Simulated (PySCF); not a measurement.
## Bond curve of Zn₂

Set-up: Zn jorge-DZP; no relativity (PySCF 2.14). Energies in eV from Zn + Zn in their ground configurations at the same level. State: ¹Σg⁺ (singlet), closed shell.

All columns are ωB97M-V.

| R (Å) | E (eV) | HOMO (eV) | LUMO (eV) | Mayer bond order | ⟨S²⟩ |
| --- | --- | --- | --- | --- | --- |
| 2.606 | 0.065 | -6.93 | 0.23 | 0.37 | 0.00 |
| 2.727 | 0.008 | -7.04 | 0.29 | 0.32 | 0.00 |
| 2.848 | -0.024 | -7.16 | 0.35 | 0.27 | 0.00 |
| 2.939 | -0.039 | -7.24 | 0.39 | 0.24 | 0.00 |
| 3.030 | -0.049 | -7.32 | 0.43 | 0.21 | 0.00 |
| 3.121 | -0.056 | -7.40 | 0.46 | 0.19 | 0.00 |
| 3.242 | -0.063 | -7.50 | 0.51 | 0.16 | 0.00 |
| 3.394 | -0.068 | -7.61 | 0.55 | 0.13 | 0.00 |
| 3.575 | -0.071 | -7.73 | 0.56 | 0.10 | 0.00 |
| 3.818 | -0.068 | -7.87 | 0.57 | 0.08 | 0.00 |

Closed-shell solutions of metal pairs were not tested for spin polarisation, which can lower them a little. The bond is weak. Basis-set superposition, not corrected here, can be much of De in a small basis, most of all at correlated wavefunction levels. Functionals without a dispersion term scatter widely for such bonds, and LDA overbinds them.
